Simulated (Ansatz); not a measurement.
dimethyl selenide (C$_{2}$H$_{6}$Se), singlet, geometry from GFN2-xTB. Base run: PBE/STO-3G in Ansatz (a program for electronic structure).

Input for Ansatz:
Ansatz 0.2 input:
```yaml
crystal:
  periodic: [false, false, false]
  atoms:
    - {symbol: C, position_ang: [1.42745564, -0.35252996, 0.80410118]}
    - {symbol: Se, position_ang: [0.01857231, 0.17766848, -0.43947715]}
    - {symbol: C, position_ang: [-1.49174355, -0.26246801, 0.71714532]}
    - {symbol: H, position_ang: [1.32047632, -1.40944573, 1.03668694]}
    - {symbol: H, position_ang: [2.38153568, -0.17314924, 0.31701118]}
    - {symbol: H, position_ang: [1.35160354, 0.24752203, 1.70786870]}
    - {symbol: H, position_ang: [-1.46408325, -1.32353763, 0.95374167]}
    - {symbol: H, position_ang: [-2.40230747, -0.02556005, 0.17451211]}
    - {symbol: H, position_ang: [-1.43295603, 0.33343014, 1.62492343]}
basis:
  gaussian:
    orbitals: STO-3G
hamiltonian:
  xc: pbe
```

The base run was repeated with changes; each row names its change, and settings that it needs were set with it.

```json
[
 {"change": "base", "basis functions": "34", "E (Eh)": "-2453.21781"},
 {"change": "basis = pcseg-0", "basis functions": "?", "E (Eh)": "?"},
 {"change": "basis = 3-21G", "basis functions": "?", "E (Eh)": "?"},
 {"change": "basis = 6-31G", "basis functions": "59", "E (Eh)": "-2480.50843"},
 {"change": "basis = pcseg-1", "basis functions": "?", "E (Eh)": "?"},
 {"change": "basis = 6-31G**", "basis functions": "?", "E (Eh)": "?"},
 {"change": "basis = 6-311G**", "basis functions": "116", "E (Eh)": "-2480.87922"},
 {"change": "basis = def2-SVPD", "basis functions": "129", "E (Eh)": "-2480.54476"},
 {"change": "basis = aug-cc-pVDZ", "basis functions": "136", "E (Eh)": "-2480.86945"},
 {"change": "basis = aug-pcseg-1", "basis functions": "136", "E (Eh)": "-2480.61305"},
 {"change": "basis = pcseg-2", "basis functions": "187", "E (Eh)": "-2480.97580"},
 {"change": "basis = cc-pVTZ", "basis functions": "187", "E (Eh)": "-2480.96662"},
 {"change": "basis = aug-cc-pVTZ", "basis functions": "289", "E (Eh)": "-2480.96795"}
]
```

Problem. Fill in the missing entries.

Solution. 
- basis = pcseg-0, basis functions: 52
- basis = pcseg-0, E (Eh): -2477.78581
- basis = 3-21G, basis functions: 53
- basis = 3-21G, E (Eh): -2469.09225
- basis = pcseg-1, basis functions: 85
- basis = pcseg-1, E (Eh): -2480.60686
- basis = 6-31G**, basis functions: 95
- basis = 6-31G**, E (Eh): -2480.60783

Totals compare only among sets that treat the same electrons; sets with core potentials leave the core out.
